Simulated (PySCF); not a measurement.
## Sb²⁺: ionisation energy

Sb²⁺ [Kr] 4d10 5s2 5p1 (2P) → Sb³⁺ [Kr] 4d10 5s2 (1S), as a difference of total energies. All numbers are calculated (PySCF 2.14, a scalar-relativistic core potential, in aug-cc-pwCVDZ-PP with ECP28MDF (6s5p4d1f, 48 functions)). Correlated levels: valence and next inner shell: nothing frozen outside the core potential. The calculations carry no spin-orbit coupling.

| method | ionisation energy (eV) |
| --- | --- |
| UHF | 24.117 |
| MP2 (valence and next inner shell) | 24.427 |
| SCS-MP2 (valence and next inner shell) | 24.357 |
| CCSD (valence and next inner shell) | 24.458 |
| CCSD(T) (valence and next inner shell) | 24.461 |

Question: How much does correlation contribute at CCSD(T) (valence and next inner shell)?

Answer: 24.461 − (24.117) = 0.344 eV, measured against UHF.

The reference lies between the lowest fine-structure levels, while these numbers refer to the centres of the terms.

Errors of the correlated levels include the incompleteness of this basis.

For comparison: 25.323 eV (measured; NIST Atomic Spectra Database, ionization energies).
